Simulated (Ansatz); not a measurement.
Cost and result for the atomization energy of CH7BN2 (`CNBN`) (11 atoms, 10 bonds).

```tsv
atom	x (Å)	y (Å)	z (Å)
C1	-1.3117	-0.1933	-1.1186
N2	-0.5488	0.0912	0.0691
B3	0.8457	-0.0422	0.1998
N4	1.5368	0.2532	1.3946
H5	-2.0517	-0.9855	-0.9564
H6	-1.8424	0.6901	-1.4921
H7	-0.6339	-0.5291	-1.9041
H8	-1.1025	0.4098	0.8482
H9	1.4752	-0.4245	-0.7485
H10	1.1021	0.5783	2.2401
H11	2.5313	0.1519	1.4679
```

Charge 0, multiplicity 1. Geometry: relaxed with PBE0-D4/def2-TZVP. It is one conformer, not always the lowest. Program: Ansatz. All runs use 2 threads of an Arm Neoverse V1 on a shared host. Times are those of one run each, without the atoms' runs, and a repeat can differ threefold. Electronic energies, without spin–orbit coupling; frozen cores. CCSD(T)/CBS adds CCSD(T) − MP2 in def2-TZVPP to the MP2 limit, and its time is that of the two runs behind it. T1 = 0.011. B3LYP takes the VWN-RPA correlation (the form of Gaussian; ORCA's B3LYP/G).

CCSD(T)/CBS is a level of theory with its own doubt, some kJ/mol a heavy atom from the limit and from the frozen cores, so smaller differences don't rank the functionals.

```csv
level,functions,wall time,atomization (kcal/mol),difference from CCSD(T)/CBS,per bond
LDA (SPW92)/def2-TZVPP,222,1.6 s,1134.2,143.0,14.3
revPBE-D4/def2-TZVPP,222,2.8 s,990.9,-0.3,0.0
PBE0-D4/def2-TZVPP,222,3.3 s,997.9,6.7,0.7
PBE-D4/def2-TZVPP (with forces),222,3.3 s,1015.7,24.5,2.4
BHLYP-D4/def2-TZVPP,222,3.4 s,973.6,-17.6,-1.8
CAM-B3LYP-D4/def2-TZVPP,222,3.8 s,1006.1,14.9,1.5
CCSD(T)/def2-SVP,91,4.6 s,939.1,-52.1,-5.2
B3LYP-D4/def2-TZVPP (with forces),222,5.5 s,1002.1,10.9,1.1
PBE-QIDH/def2-TZVPP,222,6.5 s,985.9,-5.3,-0.5
B97M-V/def2-TZVPP,222,13 s,994.4,3.2,0.3
MP2/def2-QZVPP,438,29 s,991.2,0.0,0.0
CCSD(T)/def2-TZVPP,222,2.1 min,964.7,-26.5,-2.7
CCSD(T)/CBS(def2),–,2.6 min,991.2,0.0,0.0
```

From r2SCAN to r2SCAN0 (25 % exact exchange), in def2-TZVPP and without D4, the atomization energy moves by −13.0 kcal/mol: exact exchange takes away binding that semilocal exchange gives to molecules. The D4 term adds +5.6 kcal/mol with B3LYP and +2.9 kcal/mol with PBE0; it sums over pairs of atoms, weighted by their polarisabilities, and B3LYP, whose exchange is more repulsive, gets the larger term. In def2-TZVPP, CCSD(T) changes the Hartree–Fock value by +244.9 kcal/mol (the triples alone add +12.6 kcal/mol) and MP2 by +255.6 kcal/mol; breaking electron pairs costs correlation energy, which Hartree–Fock lacks.
